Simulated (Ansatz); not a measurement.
Geometry optimisation, RKS PBE-D4/STO-3G (Ansatz 0.2.0).

Input:

```yaml
crystal:
  periodic: [false, false, false]
  atoms:
    - { symbol: "N", position_ang: [-0.0804, 0.7425, 1.3678] }
    - { symbol: C, position_ang: [0.5951, 0.0055, 0.4898] }
    - { symbol: O, position_ang: [1.7146, -0.3376, 0.7261] }
    - { symbol: Si, position_ang: [-0.0908, -0.5638, -1.1688] }
    - { symbol: F, position_ang: [-1.6607, 0.0114, -1.2516] }
    - { symbol: H, position_ang: [0.3039, 1.0947, 2.222] }
    - { symbol: H, position_ang: [-1.0523, 1.0829, 1.1644] }
    - { symbol: H, position_ang: [0.6181, -0.0405, -2.3543] }
    - { symbol: H, position_ang: [-0.2589, -2.0414, -1.2127] }
basis:
  gaussian: { orbitals: STO-3G }
hamiltonian:
  xc: pbe
  dispersion: d4
relax:
  f_tol: 0.015
  max_steps: 40
```

Command:

```bash
$ ansatz run input.yaml --threads 1 --pin off --max-ram 2048MiB --backend cpu --events-out ev --progress --plain --runs-dir out
```

**Question.** Where does it end, and by what steps?

**Answer.** It converged. Limits of this set-up: minimal basis. After 14 steps the energy has fallen by 1.220 eV; H7 moved furthest, 0.67 Å. The start is strongly strained (largest force component 8 eV/Å).

```tsv
step	energy less start (eV)	largest force component (eV/Å)	accepted
0	0.0000	8.119	yes
1	-0.9040	1.156	yes
2	-0.9512	0.738	yes
3	-0.9697	0.482	yes
4	-0.9859	0.279	yes
5	-1.0376	0.378	yes
6	-1.1262	0.493	yes
7	-1.1732	0.402	yes
8	-1.1134	1.362	no
9	-1.2157	0.146	yes
10	-1.2125	0.289	no
11	-1.2195	0.057	yes
12	-1.2198	0.057	yes
13	-1.2200	0.105	yes
14	-1.2201	0.014	yes
```

```xyz
9
Properties=species:S:1:pos:R:3
N -0.207 0.513 1.311
C 0.863 -0.066 0.558
O 2.065 -0.221 0.912
Si -0.097 -0.549 -1.087
F -1.500 0.362 -0.764
H 0.021 1.215 2.060
H -1.024 0.708 0.604
H 0.471 -0.063 -2.346
H -0.503 -1.945 -1.265
```

Time of the run: 39 s on 1 thread of Arm Neoverse V2, on a shared host, peak memory 0.18 GiB.
